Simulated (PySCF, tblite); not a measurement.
Compound: C₄H₈F₂Si.
Numbering: `[F:1][CH:2]([F:3])[C@@H:4]1[CH2:5][CH2:6][SiH2:7]1` (hydrogens: H8 on C2; H9 on C4; H10, H11 on C5; H12, H13 on C6; H14, H15 on Si7)

Structure used (GFN2-xTB), in Å, numbered top down from 1:
```xyz
15
C4H8F2Si angstrom
F      2.614    0.771   -0.256
C      1.790   -0.303   -0.106
F      2.521   -1.227    0.579
C      0.532    0.076    0.624
C     -0.598   -0.970    0.532
C     -1.758   -0.071    0.052
Si    -0.574    1.411   -0.209
H      1.609   -0.716   -1.110
H      0.806    0.295    1.657
H     -0.358   -1.739   -0.202
H     -0.797   -1.466    1.480
H     -2.506    0.080    0.828
H     -2.278   -0.462   -0.819
H     -0.216    1.708   -1.594
H     -0.792    2.620    0.579
```

Jobs on this species (15 atoms, 64 electrons) with PySCF (density fitting) and tblite. Hardware of each: one thread, Arm Neoverse N1 (aarch64), shared host. Times come from a shared host and carry two figures at best.

```csv
level and settings,work,basis functions,SCF cycles,wall time
PBE0/pcSseg-1,"shieldings, ring-centre shieldings, charges and field gradients",166,?,?
CAM-B3LYP/def2-SVPD,"8 singlets by full TDDFT, 3 Tamm–Dancoff triplets, polarisability, density and orbital grids written",214,?,?
GFN2-xTB,Hessian by finite differences,–,–,0.74 s
GFN2-xTB,L-BFGS relaxation,–,–,0.65 s
```

Q: Fill in the missing figures.

A: 
- PBE0/pcSseg-1; shieldings, ring-centre shieldings, charges and field gradients: 39 s, 13 SCF cycles
- CAM-B3LYP/def2-SVPD; 8 singlets by full TDDFT, 3 Tamm–Dancoff triplets, polarisability, density and orbital grids written: 94 s, 13 SCF cycles

Q: What do all jobs in the table cost together?

A: About 2.2 min; the longest takes about 70 % of that, and about 140 times as long as the shortest.
